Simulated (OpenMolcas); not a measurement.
Pd+: input and output

Input:

```
&GATEWAY
Coord
1

Pd 0.0 0.0 0.0
Basis=ANO-RCC-VDZP
Group=XYZ
NoMove
AngMom=0.0 0.0 0.0
AMFI
&SEWARD
* reference wave functions (RASSCF and RASSI steps not shown): 9 electrons in 6 orbitals (4d 5s)
>>> COPY JOB001 $Project.JobIph
&CASPT2
Multistate=12 1 2 3 4 5 6 7 8 9 10 11 12
NoMult
Frozen=8 6
IPEA=0.15
Imaginary=0.3
MaxIter=60
WThr=0.0 0.3 0.05
PrWF=0.5
NoMix
>>> COPY JOB002 $Project.JobIph
&CASPT2
Multistate=7 1 2 3 4 5 6 7
NoMult
Frozen=8 6
IPEA=0.15
Imaginary=0.3
MaxIter=60
WThr=0.0 0.3 0.05
PrWF=0.5
NoMix
```

Launched by
```bash
OMP_NUM_THREADS=1 MOLCAS_MEM=2252 MOLCAS_PROJECT=a pymolcas a.inp > a.log  # once for each step of the input, in one work folder
```

Output, cut to the results:

```
--- CASPT2 ---
Orbital specifications:
      -----------------------

      Symmetry species                           1   2
                                                ag  au
      Frozen orbitals                            8   6
      Inactive orbitals                          1   3
      Active orbitals                            6   0
      Secondary orbitals                         6  13
      Deleted orbitals                           0   0
      Number of basis functions                 21  22
Type of calculation                        SS-CASPT2
      Fock operator                              state-specific
      IPEA shift                                 0.15
      Real shift                                 0.00
      Imaginary shift                            0.30
      The input orbitals will be transformed to quasi-canonical
Reference energy:       -5041.6464259751
      E2 (Non-variational):      -0.4180469440
      Shift correction:          -0.0028535096
      E2 (Variational):          -0.4209004536
      Total energy:           -5042.0673264287
      Residual norm:              0.0000003510
      Reference weight:           0.91047
      Contributions to the CASPT2 correlation energy
      Active & Virtual Only:         -0.2551288947
      One Inactive Excited:          -0.1201142881
      Two Inactive Excited:          -0.0428037613
Reference energy:       -5041.6464259751
      E2 (Non-variational):      -0.4180418455
      Shift correction:          -0.0028538307
      E2 (Variational):          -0.4208956762
      Total energy:           -5042.0673216513
      Residual norm:              0.0000003560
      Reference weight:           0.91048
      Contributions to the CASPT2 correlation energy
      Active & Virtual Only:         -0.2551299089
      One Inactive Excited:          -0.1201081848
      Two Inactive Excited:          -0.0428037518
::    CASPT2 Root  1     Total energy:  -5042.06732643
::    CASPT2 Root  2     Total energy:  -5042.06732165
::    CASPT2 Root  3     Total energy:  -5042.06735364
::    CASPT2 Root  4     Total energy:  -5042.06735263
::    CASPT2 Root  5     Total energy:  -5042.06735337
::    CASPT2 Root  6     Total energy:  -5041.92445352
::    CASPT2 Root  7     Total energy:  -5041.92647980
::    CASPT2 Root  8     Total energy:  -5041.92539730
::    CASPT2 Root  9     Total energy:  -5041.92747707
::    CASPT2 Root 10     Total energy:  -5041.92816483
::    CASPT2 Root 11     Total energy:  -5041.92542773
::    CASPT2 Root 12     Total energy:  -5041.92481576
--- CASPT2 ---
Orbital specifications:
      -----------------------

      Symmetry species                           1   2
                                                ag  au
      Frozen orbitals                            8   6
      Inactive orbitals                          1   3
      Active orbitals                            6   0
      Secondary orbitals                         6  13
      Deleted orbitals                           0   0
      Number of basis functions                 21  22
Type of calculation                        SS-CASPT2
      Fock operator                              state-specific
      IPEA shift                                 0.15
      Real shift                                 0.00
      Imaginary shift                            0.30
      The input orbitals will be transformed to quasi-canonical
Reference energy:       -5041.5608826414
      E2 (Non-variational):      -0.3887798074
      Shift correction:          -0.0023081925
      E2 (Variational):          -0.3910879999
      Total energy:           -5041.9519706413
      Residual norm:              0.0000004501
      Reference weight:           0.91775
      Contributions to the CASPT2 correlation energy
      Active & Virtual Only:         -0.2088204794
      One Inactive Excited:          -0.1335113631
      Two Inactive Excited:          -0.0464479649
Reference energy:       -5041.5608826414
      E2 (Non-variational):      -0.3889966258
      Shift correction:          -0.0023138047
      E2 (Variational):          -0.3913104305
      Total energy:           -5041.9521930719
      Residual norm:              0.0000003940
      Reference weight:           0.91764
      Contributions to the CASPT2 correlation energy
      Active & Virtual Only:         -0.2090086009
      One Inactive Excited:          -0.1335300460
      Two Inactive Excited:          -0.0464579788
::    CASPT2 Root  1     Total energy:  -5041.95197064
::    CASPT2 Root  2     Total energy:  -5041.95219307
::    CASPT2 Root  3     Total energy:  -5041.95106936
::    CASPT2 Root  4     Total energy:  -5041.95229229
::    CASPT2 Root  5     Total energy:  -5041.95230972
::    CASPT2 Root  6     Total energy:  -5041.95195313
::    CASPT2 Root  7     Total energy:  -5041.94984420
```

Levels above the lowest, from the spin-orbit matrix with the single-state CASPT2 energies, averaged by term, on its diagonal:

```tsv
Configuration	Term	J	E (cm-1)	Measured (cm-1)	g	Term weight %
4d9	2D	5/2	0.0	0.0	1.200	100
4d9	2D	3/2	3750	3539	0.800	100
4d8 5s	4F	9/2	24620	25084	1.334	100
```

Against the 2 measured excited levels shown (NIST Handbook of Basic Atomic Spectroscopic Data) the mean absolute deviation is 340 cm-1; the largest miss in energy is 4d8 5s 4F 9/2: computed 24620, measured 25084 cm-1 (-1.9 %), and the largest in proportion 4d9 2D 3/2 (+6.1 %).

Some high roots are left out of the spin-orbit mixing, which shifts the levels that they would mix with. Terms from blocks run as CI alone lack orbitals of their own. A single d shell beside an s shell can misplace configurations of different d count against each other. Computed and measured levels are paired by configuration, term and J; levels that our copy of the source lacks, or whose pairing is in doubt (as where it misses far off the trend of its configuration), stay unpaired and out of the deviations. Only configurations of the active space appear. The first state left out of the spin-orbit step lies near 31000 cm-1 above the lowest spin-free state of the reference (among the parities and spins computed), and the list stops at four fifths of that energy or lower.

The CASPT2 steps took 2 s on 1 thread of Arm Neoverse V2, on a shared host; the integral step is not counted.

The term weight is that of the spin-free term in the level, not the purity of its configuration.
